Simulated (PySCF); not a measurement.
Diphenyliodonium, C₁₂H₁₀I (cation, charge +1), SMILES c1ccc([I+]c2ccccc2)cc1, singlet (GFN2-xTB optimised geometry):

```
23

C      1.489    -3.200     2.951
C      0.668    -2.201     3.450
C     -0.239    -1.558     2.622
C     -0.280    -1.939     1.293
C      0.520    -2.935     0.766
C      1.415    -3.565     1.617
I     -1.669    -0.923    -0.024
C     -0.633     0.992     0.000
C      0.748     0.992     0.000
C      1.392     2.220     0.015
C      0.661     3.397     0.016
C     -0.723     3.360     0.008
C     -1.393     2.144     0.000
H      2.185    -3.700     3.607
H      0.721    -1.919     4.490
H     -0.886    -0.788     3.010
H      0.453    -3.223    -0.272
H      2.050    -4.346     1.227
H      1.317     0.075    -0.008
H      2.471     2.245     0.019
H      1.173     4.346     0.020
H     -1.295     4.274     0.006
H     -2.471     2.111    -0.008
```

Computed with CAM-B3LYP/def2-SVP, def2 effective core potentials past Kr (PySCF).

What are the frontier orbital energies?

HOMO-2 -12.69 eV, HOMO-1 -12.56 eV, HOMO -12.44 eV, LUMO -5.20 eV, LUMO+1 -4.36 eV.

On the same geometry PBE/def2-SVP, def2 effective core potentials past Kr run with PySCF gives HOMO-2 -10.51 eV, HOMO-1 -10.37 eV, HOMO -10.25 eV, LUMO -7.14 eV, LUMO+1 -6.41 eV.
